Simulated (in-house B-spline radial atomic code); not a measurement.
The promethium ion Pm²⁺: [Xe] 4f5

Computed with an all-electron radial atomic-structure program (B-spline basis): Dirac-Kohn-Sham OLYP, spherical fractional occupations, Fermi nucleus of rms radius 4.962 fm.

Screening seen three ways: the hydrogenic charge with the same mean radius, Z_r = [3n² - l(l+1)]/(2<r>), the one with the same energy, Z_e = n√(-2ε), and Slater's rules. Values are occupation-weighted means over j. An effective charge above Z reflects the relativistic contraction of the inner shells.

```tsv
shell	electrons	ε (eV)	<r> (bohr)	Z_r	Z_e	Slater
1s	2	-44984	0.02318	64.70	57.50	60.70
2s	2	-7326.8	0.09845	60.94	46.41	56.85
2p	6	-6566.6	0.08679	57.61	43.94	56.85
3s	2	-1608.6	0.2601	51.91	32.62	49.75
3p	6	-1367.6	0.2581	48.43	30.08	49.75
3d	10	-1027.3	0.236	44.48	26.07	39.85
4s	2	-330.34	0.5926	40.50	19.71	33.25
4p	6	-250.77	0.6268	36.70	17.17	33.25
4d	10	-136.07	0.6878	30.53	12.65	21.85
5s	2	-55.058	1.436	26.11	10.06	11.00
5p	6	-35.893	1.673	21.82	8.12	11.00
4f	5	-15.391	1.029	17.49	4.25	13.60
```

The least bound orbital is 4f7/2 at -15.19 eV, while the most diffuse is 5p3/2 (<r> = 1.702 bohr against 1.036 bohr): energy order and size order differ.

Spin-orbit splittings of the orbital energies (j = l + 1/2 above j = l - 1/2 when positive): 2p 560.1 eV, 3p 112.7 eV, 3d 24.48 eV, 4p 24.63 eV, 4d 4.385 eV, 5p 3.332 eV, 4f 0.4812 eV.

For the 1s electron the small component carries 5.13 % of the norm, the zero-frequency Breit interaction raises the level by 129 eV, self-energy by 76.31 eV, and vacuum polarisation lowers it by 11.89 eV.
